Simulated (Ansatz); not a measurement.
`FC[SiH2]S` + `[SnH4]` → `FC[SiH2][SnH3]` + H₂S  (formal exchange of groups at the Si–S bond)

Computed with Ansatz on PBE0-D4/def2-TZVP structures; ΔE is electronic, products minus reactants. CCSD(T)/CBS is the MP2 limit (def2-TZVPP, def2-QZVPP) plus CCSD(T) − MP2 in def2-TZVPP, frozen cores. This one scheme is used for every species. Functionals use def2-TZVPP. B3LYP here is the variant with VWN-RPA as its local correlation; programs differ in this. def2 core potentials past Kr. For Sn outer-core shells are correlated without core-valence functions, which leaves a few kJ/mol of doubt a bond. One conformer a species, not always the lowest.

| level | ΔE (kcal/mol) | difference from CCSD(T)/CBS |
| --- | --- | --- |
| PBE-D4 | 6.5 | -0.2 |
| r2SCAN-D4 | 8.2 | 1.5 |
| PBE0-D4 | 7.1 | 0.4 |
| B3LYP-D4 | 7.5 | 0.8 |
| ωB97X-V | 8.3 | 1.6 |
| ωB97M-V | 8.5 | 1.8 |
| B2PLYP | 8.1 | 1.4 |
| PBE | 6.7 | 0.0 |
| r2SCAN | 8.3 | 1.6 |
| PBE0 | 7.3 | 0.6 |
| B3LYP | 7.7 | 1.0 |
| HF/def2-TZVPP | 9.9 | 3.2 |
| MP2/def2-TZVPP | 8.4 | 1.7 |
| SCS-MP2/def2-TZVPP | 8.6 | 1.9 |
| CCSD/def2-TZVPP | 7.7 | 1.0 |
| CCSD(T)/def2-TZVPP | 7.7 | 1.0 |
| HF/def2-QZVPP | 9.9 | 3.2 |
| MP2/def2-QZVPP | 7.8 | 1.1 |
| SCS-MP2/def2-QZVPP | 8.1 | 1.4 |
| HF/CBS(def2) | 9.9 | 3.2 |
| MP2/CBS(def2) | 7.5 | 0.8 |
| CCSD/CBS(def2) | 6.8 | 0.1 |
| CCSD(T)/CBS | 6.7 | 0 |

Largest T1 diagnostic among the species: 0.013.

In def2-TZVPP, CCSD(T) changes the Hartree–Fock value by −2.3 kcal/mol (the triples alone add −0.0 kcal/mol) and MP2 by −1.5 kcal/mol.
